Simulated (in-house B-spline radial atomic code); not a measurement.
**Ionising Si7+ with different functionals**

Computed with a radial B-spline atomic code at the basis-set limit: scalar-relativistic (spin-free X2C) Hamiltonian, Fermi nucleus of rms radius 3.1224 fm, spin-polarised at highest spin, spherical fractional occupations for the functionals, and exact exchange of hybrids averaged over the configuration. The ionisation energy is the difference of two self-consistent energies, [He] 2s2 2p3 → [He] 2s2 2p2, without Breit or QED terms; ε is the level of the shell that loses the electron (its least bound occupied spin orbital).

| method | rung | ΔSCF (eV) | -ε(2p) (eV) |
| --- | --- | --- | --- |
| PBE0 | global hybrid | 304.69 | 287.61 |
| B3LYP | global hybrid | 304.90 | 286.50 |
| TPSSh | global hybrid | 305.13 | 284.42 |
| BHandHLYP | global hybrid | 304.81 | 293.84 |
| r2SCAN0 | global hybrid | 306.35 | 289.64 |
| B97-1 | global hybrid | 304.69 | 286.61 |
| HSE06 | range-separated hybrid | 304.63 | 287.11 |
| wB97X | range-separated hybrid | 304.45 | 288.88 |
| CAM-B3LYP | range-separated hybrid | ? | ? |
| LC-wPBE | range-separated hybrid | ? | ? |

Question: What does CAM-B3LYP give?

Answer: ΔSCF 304.82 eV, and -ε(2p) = 288.46 eV.

Question: What does LC-wPBE give?

Answer: ΔSCF 304.58 eV, and -ε(2p) = 287.27 eV.

Question: Among the functionals, which spreads more, the ΔSCF values or the orbital energies?

Answer: The orbital energies: ΔSCF values span about 1.90 eV and the orbital energies 9.42 eV; here energy differences depend much less on the functional than eigenvalues do.

Question: How do they compare with the NIST value?

Answer: NIST lists 303.59 eV ± 0.05 (semi-empirical, ground level to ground level). Errors run from +0.86 to +2.76 eV; wB97X is closest (+0.86 eV), but part of that can be cancellation, since the calculations leave out spin-orbit coupling, Breit-QED terms, multiplet and fine-structure energies.
